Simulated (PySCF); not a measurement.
# Worked example: oscillator strength and radiative lifetime

C₂H₄BFO₂, SMILES CC(=O)B(O)F.

Geometry: B3LYP-D3(BJ)/def2-SVP. This is a generated structure with no PubChem entry under its InChIKey; it may be hypothetical. One conformer was computed; it need not be the lowest.

TDDFT-ωB97X/def2-SVPD (PySCF) puts the first singlet state with f over 0.02 at 7.96 eV (vertical), with the transition dipole (-0.359, -0.342, 0.000) in atomic units.

Find the oscillator strength, the wavelength and the radiative lifetime that this transition would have in vacuum if emission retraced absorption.


|μ|² = 0.2458 au, so |μ| = 1.26 D. ΔE = 7.96/27.211 = 0.2925 hartree. f = (2/3) ΔE |μ|² = 0.048 (the program prints 0.048).
λ = 1239.84/7.96 = 156 nm; ν = 64202 cm⁻¹.
Einstein's coefficient A = 0.6670 ν² f s⁻¹ (ν in cm⁻¹) = 1.3e8 s⁻¹, so τ = 1/A = 7.6 ns. This state is S4; the lower singlets have f = 0.000, 0.001, 0.013. The figure is the radiative limit of this one transition; relaxation, internal conversion, crossing to triplets and a medium change what is measured.
